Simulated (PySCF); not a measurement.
Coordinates in bohr (charge 0 multiplicity 2):
```
Ir    0.0649    0.0228    0.0000
O     3.2618   -0.1871    0.0000
O    -2.0208    2.9432    0.0000
O    -1.7165   -3.1394    0.0000
H    -1.3352    4.6541    0.0000
H    -3.5473   -2.8768    0.0000
```

All numbers come from UPBE/[Ir def2-SVP with ECP60, O def2-SVP, H def2-SVP], scalar-relativistic core potentials, density fitting, no spin–orbit coupling, PySCF.

This geometry of IrO(OH)₂ is a stationary point at this level.

(1) What is the point group?

(2) Is it a minimum?

(3) List the harmonic modes with their infrared intensities.

(4) What are the dipole moment and the gap between the highest occupied and lowest empty levels of either spin?

## Answers

(1) Cs.

(2) No: it has 2 imaginary modes, at 829i cm⁻¹ (a''), 718i cm⁻¹ (a'').

(3) 
| symmetry | ω (cm⁻¹) | IR (km/mol) |
| --- | --- | --- |
| a'' | 829i | – |
| a'' | 718i | – |
| a'' | 142 | 0.8 |
| a' | 168 | 0.2 |
| a' | 172 | 20.5 |
| a' | 599 | 151 |
| a' | 636 | 100 |
| a' | 712 | 37.4 |
| a' | 790 | 59.9 |
| a' | 980 | 59.1 |
| a' | 3697 | 184 |
| a' | 3748 | 237 |

(4) 2.80 D and 0.97 eV.

This need not be the most stable arrangement of these atoms. Open d and f shells are described by one determinant, and the ground state may have another occupation or spin. At this level a doublet minimum of Cs symmetry lies 116 kJ/mol below this structure. With an element this heavy the missing spin–orbit coupling can shift these numbers.
